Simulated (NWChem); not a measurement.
# C$_{3}$H$_{7}$Cl; SMILES C(C)(C)Cl

Computed with NWChem. Coordinates come from a PBE0/def2-SVP optimisation.

**Question.** What does the run give for BP86/def2-SVP? Quantities: highest occupied level (eV); orbital gap (eV); dipole (D).

**Answer.** 
```json
{
  "highest occupied level (eV)": "-6.68",
  "orbital gap (eV)": "6.85",
  "dipole (D)": "1.92"
}
```
